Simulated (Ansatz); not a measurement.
Computed with Ansatz on PBE0-D4/def2-TZVP structures; ΔE is electronic, products minus reactants. CCSD(T)/CBS adds triple-zeta CCSD(T) − MP2 to the extrapolated MP2 energy (def2 sets, frozen cores). This one scheme is used for every species. For Se outer-core shells are correlated without core-valence functions, which leaves a few kJ/mol of doubt a bond. Scalar relativity is left out up to krypton. One conformer a species, not always the lowest.

Consider the ligand exchange at a B–Se bond: `B[Se]CC` + `OCO` → `BOCO` + `CC[SeH]`.

`B[Se]CC`:

Z-matrix (Å, degrees):
```
C
Se 1 1.963
C 1 1.512 2 112.7
H 1 1.091 2 105.3 3 121.9
H 1 1.090 2 106.6 3 -123.3
B 2 1.886 1 101.6 3 81.9
H 3 1.092 1 111.4 2 58.1
H 3 1.094 1 110.3 2 178.0
H 3 1.092 1 111.0 2 -62.2
H 6 1.194 2 120.3 1 1.3
H 6 1.192 2 116.8 1 -179.0
```

`OCO`:

```xyz
7

O     0.323   -0.717   -0.931
C    -0.069    0.374   -0.153
O    -0.202    0.059    1.201
H     1.187   -1.006   -0.620
H    -1.015    0.713   -0.590
H     0.663    1.188   -0.189
H    -0.888   -0.610    1.283
```

`BOCO`:

```xyz
9

B    -0.710    0.612   -1.266
O    -0.671   -0.251   -0.236
C     0.252   -0.095    0.825
O     1.290   -1.001    0.718
H     0.015    1.570   -1.274
H    -1.493    0.381   -2.140
H    -0.319   -0.228    1.750
H     0.699    0.902    0.792
H     0.938   -1.889    0.831
```

`CC[SeH]`:

```xyz
9

C    -0.895    0.097    0.394
C     0.612   -0.004    0.328
Se    1.278   -0.919   -1.271
H    -1.204    0.579    1.327
H    -1.359   -0.890    0.347
H    -1.288    0.690   -0.435
H     1.008   -0.603    1.150
H     1.091    0.973    0.376
H     0.755    0.077   -2.216
```

```tsv
level	ΔE (eV)
HF/def2-TZVPP	-0.61
CCSD(T)/def2-TZVPP	-0.41
```

Q: What does CCSD(T)/CBS give? (An estimate is asked.)

A: Ansatz gave: -0.38 eV. The listed levels differ from it by -0.23, -0.03 eV.

Largest T1 diagnostic among the species: 0.013.

In def2-TZVPP, CCSD(T) changes the Hartree–Fock value by +0.21 eV (the triples alone add +0.03 eV) and MP2 by +0.24 eV.
